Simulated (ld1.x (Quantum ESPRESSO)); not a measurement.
**W (Z = 74), PAW: configuration errors across variants**

| Property | Result |
| --- | --- |
| Element | tungsten |
| Generator | ld1.x (Quantum ESPRESSO) 7.5 |
| Type | PAW |
| Functional | PBEsol |
| Relativity | scalar-relativistic |
| Frozen core | [Xe] |
| Valence charge | 20 |
| Reference configuration | 4f13.5 5d4.5 6s2 6p0 |
| Partial waves | 6s (bound): rcut 2.65, rcutus 3.05 bohr; 6s channel at 1.8 Ry: rcut 2.65, rcutus 3.05 bohr; 6p (bound, empty): rcut 2.95, rcutus 3.90 bohr; 6p channel at 2.1 Ry: rcut 2.95, rcutus 3.90 bohr; 5d (bound): rcut 2.10, rcutus 2.25 bohr; 5d channel at 0.3 Ry: rcut 2.10, rcutus 2.25 bohr; 4f (bound): rcut 0.75, rcutus 1.00 bohr; 4f channel at -0.4 Ry: rcut 0.75, rcutus 1.00 bohr |
| Local potential | all-electron potential smoothed inside 2.40 bohr (lloc = -1) |
| Core correction | Bessel-smoothed model core, default radius (core density twice the valence density) |
| Augmentation charge | BESSEL, radius 0.85 bohr |

All-electron excitation energies from the reference (eV): (1) 4f14 5d4 6s2 6p0 -15.368; (2) 4f14 5d4 6s1 6p0 -6.443; (3) 4f14 5d4 6s0 6p0 9.252; (4) 4f14 5d2 6s0 6p0 71.882; (5) 4f14 5d4.5 6s1.5 6p0 -14.671; (6) 4f13 5d5 6s1 6p0 26.496; (7) 4f14 5d3 6s2 6p1 -11.303.

Tests that are not counted but printed errors over 1 eV. “local potential all-electron potential smoothed inside 3.24 bohr (lloc = -1)”: 4f14 5d2 6s0 6p0 (solver errors, printed error -4591 eV).

2 further variants failed, have other tests or too few solved ones, and are left out.

A true bound ghost makes a file unfit for plane-wave use even where its test errors are small: the radial tests pick states by their node count and pass the ghost by.

Errors AE − PS in meV (a dash: test not solved or not reliable):

| change | (1) | (2) | (3) | (4) | (5) | (6) | (7) | bound ghosts |
| --- | --- | --- | --- | --- | --- | --- | --- | --- |
| base | -253 | -194 | -255 | -386 | -249 | -279 | -289 | none |
| local potential all-electron potential smoothed inside 2.32 bohr (lloc = -1) | -218 | -149 | -230 | -363 | -207 | -273 | -288 | none |
| local potential all-electron potential smoothed inside 2.72 bohr (lloc = -1) | -334 | -312 | -357 | -473 | -356 | -318 | -297 | none |
| local potential all-electron potential smoothed inside 3.24 bohr (lloc = -1) | -418 | -422 | -471 | – | -459 | -388 | -332 | none |

**Question.** Give the same row for: local potential all-electron potential smoothed inside 1.68 bohr (lloc = -1).

**Answer.** -300, -174, +475, +199, -276, -264, -278; bound ghosts: s, p.
